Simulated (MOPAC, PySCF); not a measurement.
C3H3F, SMILES `CC#CF`, neutral singlet in the gas phase. 

Cartesian coordinates (Å):
```xyz
7

C     -0.9059     0.3660     0.0660
C      0.4329    -0.1787    -0.0807
C      1.5328    -0.6273    -0.2018
F      2.7085    -1.1075    -0.3317
H     -0.9762     0.9945     0.9565
H     -1.1760     0.9756    -0.7991
H     -1.6441    -0.4336     0.1586
```
Charge 0, multiplicity 1.

All levels are single points at this geometry (PBE0-D3(BJ)/def2-TZVP); Pople sets use spherical d functions. Orbital energies aren't observables, and empty levels follow the basis.

SVWN5/6-31G* in PySCF gives gap (eV) = 7.20.

Estimate the gap (eV) from each of these levels: PBE0-D3(BJ)/def2-TZVP in PySCF; B3LYP/3-21G in PySCF; B3LYP/6-311+G** in PySCF; B3LYP/6-31G* in PySCF; BP86/6-31G* in PySCF; M06-2X/6-31G* in PySCF; PBE/6-31G* in PySCF; HF/3-21G in PySCF; HF/6-31G* in PySCF; AM1 in MOPAC; PM3 in MOPAC; PM6 in MOPAC.


| level | gap (eV) |
|---|---|
| PBE0-D3(BJ)/def2-TZVP in PySCF | 8.96 |
| B3LYP/3-21G in PySCF | 9.37 |
| B3LYP/6-311+G** in PySCF | 7.39 |
| B3LYP/6-31G* in PySCF | 9.20 |
| BP86/6-31G* in PySCF | 7.27 |
| M06-2X/6-31G* in PySCF | 12.08 |
| PBE/6-31G* in PySCF | 7.26 |
| HF/3-21G in PySCF | 17.18 |
| HF/6-31G* in PySCF | 17.01 |
| AM1 in MOPAC | 12.05 |
| PM3 in MOPAC | 12.37 |
| PM6 in MOPAC | 12.37 |
